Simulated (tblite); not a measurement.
Species: C5H9B.
SMILES with atom numbers: `[BH2:1]/[CH:2]=[C:3](/[CH3:4])[CH:5]=[CH2:6]` (hydrogens: H7, H8 on B1; H9 on C2; H10, H11, H12 on C4; H13 on C5; H14, H15 on C6)

Computed with GFN2-xTB (tblite), gas phase: Langevin dynamics at 200 K from the optimised GFN2-xTB geometry, time step 0.5 fs, friction 0.01 fs⁻¹, 2000 steps. The instantaneous temperature is 2·E(kin)/(3Nk) with all 3N coordinates.

```json
{"t (fs)": "0", "T (K)": "160", "E(pot) above start (eV)": "0.000", "B1–C2 (Å)": "1.533", "C2=C3 (Å)": "1.357", "C3–C4 (Å)": "1.500", "C3–C5 (Å)": "1.452", "C5=C6 (Å)": "1.331", "B1–H7 (Å)": "1.172", "C2–C3–C5–C6 (°)": "175"}
{"t (fs)": "25", "T (K)": "100", "E(pot) above start (eV)": "0.290", "B1–C2 (Å)": "1.511", "C2=C3 (Å)": "1.391", "C3–C4 (Å)": "1.484", "C3–C5 (Å)": "1.430", "C5=C6 (Å)": "1.329", "B1–H7 (Å)": "1.150", "C2–C3–C5–C6 (°)": "169"}
{"t (fs)": "50", "T (K)": "180", "E(pot) above start (eV)": "0.266", "B1–C2 (Å)": "1.497", "C2=C3 (Å)": "1.385", "C3–C4 (Å)": "1.497", "C3–C5 (Å)": "1.440", "C5=C6 (Å)": "1.347", "B1–H7 (Å)": "1.148", "C2–C3–C5–C6 (°)": "166"}
{"t (fs)": "75", "T (K)": "170", "E(pot) above start (eV)": "0.335", "B1–C2 (Å)": "1.543", "C2=C3 (Å)": "1.354", "C3–C4 (Å)": "1.532", "C3–C5 (Å)": "1.473", "C5=C6 (Å)": "1.352", "B1–H7 (Å)": "1.131", "C2–C3–C5–C6 (°)": "165"}
{"t (fs)": "100", "T (K)": "127", "E(pot) above start (eV)": "0.291", "B1–C2 (Å)": "1.528", "C2=C3 (Å)": "1.323", "C3–C4 (Å)": "1.473", "C3–C5 (Å)": "1.463", "C5=C6 (Å)": "1.323", "B1–H7 (Å)": "1.128", "C2–C3–C5–C6 (°)": "169"}
{"t (fs)": "125", "T (K)": "131", "E(pot) above start (eV)": "0.347", "B1–C2 (Å)": "1.558", "C2=C3 (Å)": "1.360", "C3–C4 (Å)": "1.535", "C3–C5 (Å)": "1.488", "C5=C6 (Å)": "1.324", "B1–H7 (Å)": "1.142", "C2–C3–C5–C6 (°)": "169"}
{"t (fs)": "150", "T (K)": "206", "E(pot) above start (eV)": "0.184", "B1–C2 (Å)": "1.512", "C2=C3 (Å)": "1.371", "C3–C4 (Å)": "1.491", "C3–C5 (Å)": "1.445", "C5=C6 (Å)": "1.341", "B1–H7 (Å)": "1.162", "C2–C3–C5–C6 (°)": "173"}
{"t (fs)": "175", "T (K)": "164", "E(pot) above start (eV)": "0.376", "B1–C2 (Å)": "1.505", "C2=C3 (Å)": "1.384", "C3–C4 (Å)": "1.538", "C3–C5 (Å)": "1.455", "C5=C6 (Å)": "1.317", "B1–H7 (Å)": "1.158", "C2–C3–C5–C6 (°)": "171"}
{"t (fs)": "200", "T (K)": "200", "E(pot) above start (eV)": "0.317", "B1–C2 (Å)": "1.514", "C2=C3 (Å)": "1.361", "C3–C4 (Å)": "1.520", "C3–C5 (Å)": "1.473", "C5=C6 (Å)": "1.319", "B1–H7 (Å)": "1.161", "C2–C3–C5–C6 (°)": "169"}
{"t (fs)": "225", "T (K)": "197", "E(pot) above start (eV)": "0.215", "B1–C2 (Å)": "1.543", "C2=C3 (Å)": "1.344", "C3–C4 (Å)": "1.493", "C3–C5 (Å)": "1.443", "C5=C6 (Å)": "1.353", "B1–H7 (Å)": "1.164", "C2–C3–C5–C6 (°)": "164"}
{"t (fs)": "250", "T (K)": "122", "E(pot) above start (eV)": "0.393", "B1–C2 (Å)": "1.571", "C2=C3 (Å)": "1.364", "C3–C4 (Å)": "1.522", "C3–C5 (Å)": "1.453", "C5=C6 (Å)": "1.362", "B1–H7 (Å)": "1.170", "C2–C3–C5–C6 (°)": "156"}
{"t (fs)": "275", "T (K)": "138", "E(pot) above start (eV)": "0.327", "B1–C2 (Å)": "1.559", "C2=C3 (Å)": "1.352", "C3–C4 (Å)": "1.486", "C3–C5 (Å)": "1.433", "C5=C6 (Å)": "1.333", "B1–H7 (Å)": "1.170", "C2–C3–C5–C6 (°)": "150"}
{"t (fs)": "300", "T (K)": "179", "E(pot) above start (eV)": "0.298", "B1–C2 (Å)": "1.525", "C2=C3 (Å)": "1.345", "C3–C4 (Å)": "1.500", "C3–C5 (Å)": "1.481", "C5=C6 (Å)": "1.341", "B1–H7 (Å)": "1.157", "C2–C3–C5–C6 (°)": "159"}
{"t (fs)": "325", "T (K)": "207", "E(pot) above start (eV)": "0.268", "B1–C2 (Å)": "1.526", "C2=C3 (Å)": "1.343", "C3–C4 (Å)": "1.480", "C3–C5 (Å)": "1.457", "C5=C6 (Å)": "1.342", "B1–H7 (Å)": "1.134", "C2–C3–C5–C6 (°)": "170"}
{"t (fs)": "350", "T (K)": "234", "E(pot) above start (eV)": "0.244", "B1–C2 (Å)": "1.548", "C2=C3 (Å)": "1.377", "C3–C4 (Å)": "1.480", "C3–C5 (Å)": "1.432", "C5=C6 (Å)": "1.319", "B1–H7 (Å)": "1.160", "C2–C3–C5–C6 (°)": "168"}
{"t (fs)": "375", "T (K)": "195", "E(pot) above start (eV)": "0.309", "B1–C2 (Å)": "1.540", "C2=C3 (Å)": "1.388", "C3–C4 (Å)": "1.527", "C3–C5 (Å)": "1.479", "C5=C6 (Å)": "1.347", "B1–H7 (Å)": "1.158", "C2–C3–C5–C6 (°)": "168"}
{"t (fs)": "400", "T (K)": "189", "E(pot) above start (eV)": "0.316", "B1–C2 (Å)": "1.534", "C2=C3 (Å)": "1.346", "C3–C4 (Å)": "1.512", "C3–C5 (Å)": "1.426", "C5=C6 (Å)": "1.350", "B1–H7 (Å)": "1.161", "C2–C3–C5–C6 (°)": "170"}
{"t (fs)": "425", "T (K)": "171", "E(pot) above start (eV)": "0.365", "B1–C2 (Å)": "1.609", "C2=C3 (Å)": "1.351", "C3–C4 (Å)": "1.477", "C3–C5 (Å)": "1.471", "C5=C6 (Å)": "1.312", "B1–H7 (Å)": "1.168", "C2–C3–C5–C6 (°)": "159"}
{"t (fs)": "450", "T (K)": "154", "E(pot) above start (eV)": "0.464", "B1–C2 (Å)": "1.580", "C2=C3 (Å)": "1.356", "C3–C4 (Å)": "1.489", "C3–C5 (Å)": "1.504", "C5=C6 (Å)": "1.303", "B1–H7 (Å)": "1.166", "C2–C3–C5–C6 (°)": "166"}
{"t (fs)": "475", "T (K)": "243", "E(pot) above start (eV)": "0.267", "B1–C2 (Å)": "1.530", "C2=C3 (Å)": "1.353", "C3–C4 (Å)": "1.499", "C3–C5 (Å)": "1.433", "C5=C6 (Å)": "1.344", "B1–H7 (Å)": "1.158", "C2–C3–C5–C6 (°)": "175"}
{"t (fs)": "500", "T (K)": "201", "E(pot) above start (eV)": "0.308", "B1–C2 (Å)": "1.535", "C2=C3 (Å)": "1.367", "C3–C4 (Å)": "1.508", "C3–C5 (Å)": "1.465", "C5=C6 (Å)": "1.355", "B1–H7 (Å)": "1.136", "C2–C3–C5–C6 (°)": "175"}
{"t (fs)": "525", "T (K)": "167", "E(pot) above start (eV)": "0.418", "B1–C2 (Å)": "1.547", "C2=C3 (Å)": "1.332", "C3–C4 (Å)": "1.497", "C3–C5 (Å)": "1.474", "C5=C6 (Å)": "1.319", "B1–H7 (Å)": "1.138", "C2–C3–C5–C6 (°)": "173"}
{"t (fs)": "550", "T (K)": "154", "E(pot) above start (eV)": "0.379", "B1–C2 (Å)": "1.579", "C2=C3 (Å)": "1.353", "C3–C4 (Å)": "1.514", "C3–C5 (Å)": "1.473", "C5=C6 (Å)": "1.311", "B1–H7 (Å)": "1.138", "C2–C3–C5–C6 (°)": "-172"}
{"t (fs)": "575", "T (K)": "211", "E(pot) above start (eV)": "0.236", "B1–C2 (Å)": "1.525", "C2=C3 (Å)": "1.355", "C3–C4 (Å)": "1.476", "C3–C5 (Å)": "1.451", "C5=C6 (Å)": "1.333", "B1–H7 (Å)": "1.174", "C2–C3–C5–C6 (°)": "-171"}
{"t (fs)": "600", "T (K)": "207", "E(pot) above start (eV)": "0.218", "B1–C2 (Å)": "1.523", "C2=C3 (Å)": "1.406", "C3–C4 (Å)": "1.505", "C3–C5 (Å)": "1.440", "C5=C6 (Å)": "1.353", "B1–H7 (Å)": "1.184", "C2–C3–C5–C6 (°)": "-177"}
{"t (fs)": "625", "T (K)": "198", "E(pot) above start (eV)": "0.317", "B1–C2 (Å)": "1.532", "C2=C3 (Å)": "1.381", "C3–C4 (Å)": "1.499", "C3–C5 (Å)": "1.423", "C5=C6 (Å)": "1.321", "B1–H7 (Å)": "1.190", "C2–C3–C5–C6 (°)": "-174"}
{"t (fs)": "650", "T (K)": "242", "E(pot) above start (eV)": "0.243", "B1–C2 (Å)": "1.530", "C2=C3 (Å)": "1.351", "C3–C4 (Å)": "1.555", "C3–C5 (Å)": "1.451", "C5=C6 (Å)": "1.314", "B1–H7 (Å)": "1.190", "C2–C3–C5–C6 (°)": "179"}
{"t (fs)": "675", "T (K)": "163", "E(pot) above start (eV)": "0.369", "B1–C2 (Å)": "1.527", "C2=C3 (Å)": "1.328", "C3–C4 (Å)": "1.558", "C3–C5 (Å)": "1.457", "C5=C6 (Å)": "1.354", "B1–H7 (Å)": "1.209", "C2–C3–C5–C6 (°)": "166"}
{"t (fs)": "700", "T (K)": "290", "E(pot) above start (eV)": "0.365", "B1–C2 (Å)": "1.520", "C2=C3 (Å)": "1.333", "C3–C4 (Å)": "1.552", "C3–C5 (Å)": "1.426", "C5=C6 (Å)": "1.336", "B1–H7 (Å)": "1.220", "C2–C3–C5–C6 (°)": "155"}
{"t (fs)": "725", "T (K)": "241", "E(pot) above start (eV)": "0.332", "B1–C2 (Å)": "1.523", "C2=C3 (Å)": "1.356", "C3–C4 (Å)": "1.521", "C3–C5 (Å)": "1.442", "C5=C6 (Å)": "1.294", "B1–H7 (Å)": "1.215", "C2–C3–C5–C6 (°)": "156"}
{"t (fs)": "750", "T (K)": "217", "E(pot) above start (eV)": "0.331", "B1–C2 (Å)": "1.550", "C2=C3 (Å)": "1.386", "C3–C4 (Å)": "1.489", "C3–C5 (Å)": "1.432", "C5=C6 (Å)": "1.317", "B1–H7 (Å)": "1.209", "C2–C3–C5–C6 (°)": "149"}
{"t (fs)": "775", "T (K)": "234", "E(pot) above start (eV)": "0.311", "B1–C2 (Å)": "1.554", "C2=C3 (Å)": "1.368", "C3–C4 (Å)": "1.529", "C3–C5 (Å)": "1.460", "C5=C6 (Å)": "1.337", "B1–H7 (Å)": "1.203", "C2–C3–C5–C6 (°)": "144"}
{"t (fs)": "800", "T (K)": "188", "E(pot) above start (eV)": "0.330", "B1–C2 (Å)": "1.509", "C2=C3 (Å)": "1.333", "C3–C4 (Å)": "1.500", "C3–C5 (Å)": "1.458", "C5=C6 (Å)": "1.341", "B1–H7 (Å)": "1.208", "C2–C3–C5–C6 (°)": "144"}
{"t (fs)": "825", "T (K)": "199", "E(pot) above start (eV)": "0.315", "B1–C2 (Å)": "1.547", "C2=C3 (Å)": "1.334", "C3–C4 (Å)": "1.506", "C3–C5 (Å)": "1.469", "C5=C6 (Å)": "1.326", "B1–H7 (Å)": "1.193", "C2–C3–C5–C6 (°)": "146"}
{"t (fs)": "850", "T (K)": "168", "E(pot) above start (eV)": "0.376", "B1–C2 (Å)": "1.593", "C2=C3 (Å)": "1.336", "C3–C4 (Å)": "1.462", "C3–C5 (Å)": "1.459", "C5=C6 (Å)": "1.318", "B1–H7 (Å)": "1.181", "C2–C3–C5–C6 (°)": "143"}
{"t (fs)": "875", "T (K)": "195", "E(pot) above start (eV)": "0.338", "B1–C2 (Å)": "1.560", "C2=C3 (Å)": "1.362", "C3–C4 (Å)": "1.519", "C3–C5 (Å)": "1.479", "C5=C6 (Å)": "1.326", "B1–H7 (Å)": "1.158", "C2–C3–C5–C6 (°)": "140"}
{"t (fs)": "900", "T (K)": "173", "E(pot) above start (eV)": "0.466", "B1–C2 (Å)": "1.554", "C2=C3 (Å)": "1.358", "C3–C4 (Å)": "1.535", "C3–C5 (Å)": "1.424", "C5=C6 (Å)": "1.327", "B1–H7 (Å)": "1.154", "C2–C3–C5–C6 (°)": "127"}
{"t (fs)": "925", "T (K)": "173", "E(pot) above start (eV)": "0.542", "B1–C2 (Å)": "1.502", "C2=C3 (Å)": "1.327", "C3–C4 (Å)": "1.499", "C3–C5 (Å)": "1.447", "C5=C6 (Å)": "1.330", "B1–H7 (Å)": "1.164", "C2–C3–C5–C6 (°)": "119"}
{"t (fs)": "950", "T (K)": "204", "E(pot) above start (eV)": "0.365", "B1–C2 (Å)": "1.543", "C2=C3 (Å)": "1.352", "C3–C4 (Å)": "1.520", "C3–C5 (Å)": "1.476", "C5=C6 (Å)": "1.317", "B1–H7 (Å)": "1.172", "C2–C3–C5–C6 (°)": "132"}
{"t (fs)": "975", "T (K)": "174", "E(pot) above start (eV)": "0.437", "B1–C2 (Å)": "1.571", "C2=C3 (Å)": "1.362", "C3–C4 (Å)": "1.484", "C3–C5 (Å)": "1.411", "C5=C6 (Å)": "1.326", "B1–H7 (Å)": "1.150", "C2–C3–C5–C6 (°)": "137"}
{"t (fs)": "1000", "T (K)": "276", "E(pot) above start (eV)": "0.351", "B1–C2 (Å)": "1.554", "C2=C3 (Å)": "1.354", "C3–C4 (Å)": "1.512", "C3–C5 (Å)": "1.490", "C5=C6 (Å)": "1.349", "B1–H7 (Å)": "1.172", "C2–C3–C5–C6 (°)": "143"}
```

Problem. From 500 fs on, how do temperature and potential energy compare with equipartition?

Solution. The mean temperature of these 21 frames is 204 K against the target 200 K, and the mean potential energy 0.35 eV against 39 × kT/2 = 0.34 eV for 39 classical harmonic modes. For 15 atoms in a canonical ensemble the temperature itself scatters by T·√(2/(3N)) = 42 K; here its standard deviation is 36 K. The whole run lasts only 10 friction times of 100 fs, so these averages carry a wide statistical error.

Problem. What are the kinetic and total energies of the listed frame with the highest potential energy?

Solution. The one at 925 fs, 0.542 eV above the start. Its kinetic energy is 3NkT/2 = 0.336 eV at 173 K, so the sum is 0.88 eV; over the listed frames the sum runs from 0.31 to 0.93 eV, since the thermostat adds and removes energy.

Problem. How much do the listed bonds fluctuate from 500 fs on?

Solution. 
```
 bond  at the start (Å)  mean (Å)  standard deviation (Å)
B1–C2             1.533     1.542                   0.022
C2=C3             1.357     1.354                   0.020
C3–C4             1.500     1.511                   0.024
C3–C5             1.452     1.453                   0.021
C5=C6             1.331     1.329                   0.015
B1–H7             1.172     1.179                   0.026
```

The motion is classical and holds no zero-point motion.

What follows is the cost of the whole dynamics run. The run took 7.1 s on an Arm Neoverse V2 with one thread (shared host), and the process peaked at 0.19 GiB of memory.
